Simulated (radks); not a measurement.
The numbers below are computed, except where a source is named.
Polarisability of neutral dysprosium, [Xe] 4f10 6s2, at imaginary frequency. Code: a radial shooting solver on a logarithmic mesh with Libxc functionals. Model: scalar-relativistic Kohn-Sham, PBE, spin-polarised, spherical densities, finite nucleus; open shells are filled with parallel spins first (spin-orbit coupling, left out, can overturn this in heavy ions); Fermi nuclear charge, rms radius 5.2218 fm. Response by self-consistent Sternheimer equations with the Hartree and adiabatic LDA kernel, the relativistic mass of each level held fixed and spin-orbit coupling left out.

| w (hartree) | alpha1(iw) (bohr^3) |
|---|---|
| 0.00266 | 155.2 |
| 0.0143 | 153.0 |
| 0.0360 | 142.0 |
| 0.0697 | 116.1 |
| 0.118 | 80.55 |
| 0.186 | 49.48 |
| 0.280 | 29.04 |
| 0.413 | 17.28 |
| 0.605 | 10.67 |
| 0.892 | 6.733 |
| 1.35 | 4.128 |
| 2.12 | 2.312 |
| 3.59 | 1.114 |
| 6.94 | 0.4224 |
| 17.5 | 0.09724 |

Static values: alpha1 = 155.3 bohr^3 (23.01 angstrom^3; uncoupled 328.3). C6 = 2306, triple-dipole C9 = 257500 atomic units. One-pole (London) frequency 4 C6 / (3 alpha1^2) = 0.127 hartree, against 0.053 for minus the highest occupied eigenvalue. Recommended static value: 163 bohr^3 (Schwerdtfeger and Nagle, 2023 table).
